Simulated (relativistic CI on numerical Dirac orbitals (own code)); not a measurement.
# Electric-dipole transitions in Cr II

These numbers are calculated, not measured: Dirac-Coulomb-Breit CI, separate exchange-only KLI orbitals for each configuration, a model potential for QED, valence Slater integrals scaled by 0.85, P86 correlation energy added to each configuration (own radial code, finite nucleus).

CI space (outside the closed core [Ar]): 3d5, 3d4.4s, 3d4.4p, 3d3.4s.4p, 3d3.4s2, 3d4.5s, 3d4.4d, 3d4.5p, 3d4.6s, 3d4.4f, 3d4.5d, 3d4.6p, 3d4.5f, 3d4.5g, 3d4.6d, 3d3.4s.5s, 3d3.4p2, 3d4.6f. Levels of other configurations are missing.

```
λ vac (Å)              Lower                Upper   A (s⁻¹)  E lower (eV)  E upper (eV)
   2745.3  3d4.4s 6D_3/2 [3]  3d4.4p 4P°_5/2 [90]  3.99e+06        1.2745        5.7908
   2753.5  3d4.4s 6D_5/2 [4]  3d4.4p 4P°_5/2 [90]  6.40e+05        1.2880        5.7908
   2760.3  3d4.4s 6D_1/2 [2]  3d4.4p 4P°_3/2 [89]  1.50e+07        1.2662        5.7579
   2764.8  3d4.4s 6D_7/2 [5]  3d4.4p 4P°_5/2 [90]  1.06e+07        1.3065        5.7908
   2771.1  3d4.4s 6D_1/2 [2]  3d4.4p 4P°_1/2 [87]  1.86e+07        1.2662        5.7404
   2773.8  3d4.4s 6D_5/2 [4]  3d4.4p 4P°_3/2 [89]  3.42e+07        1.2880        5.7579
   2776.2  3d4.4s 6D_3/2 [3]  3d4.4p 4P°_1/2 [87]  6.36e+07        1.2745        5.7404
```

Terms are leading LS components. Brackets give the number of a level in order of energy, since labels repeat. The list gives strong lines, with weight on those to low levels, without lines whose two gauges differ by over a factor of 2.5, among the lowest 400 of 3588 levels, so that lines to higher ones, which can be the strongest, are missing, and without lines across small gaps between configurations, and without 376 lines that miss the measured interval by over 3.5 %, start from a term whose rates miss tabulated ones by over 60 %, have gauges far apart or, lacking measured levels, span too small a gap for the errors found; lines with a level outside our table were not tested and can miss by more. Levels whose partners in the same complex of configurations lie outside the list can be far off, and so can their lines. Rates are taken at the computed energies, electric ones in the length gauge.

Correlation outside the listed configurations is missing or only estimated: errors of thousands of cm⁻¹ between configurations and terms are usual at this charge. Rates and lifetimes follow the computed energies and can be off by large factors. The fine structure of a lone outer electron comes out too small, for d and f at times inverted, and misplaced configurations move strength between like terms. 44 of the 44 excited levels that our extract of the measured tables holds in this range could be paired (the sources list more); they are missed by 3412 cm⁻¹ on average and 6396 at most, and levels without a partner can miss by more.
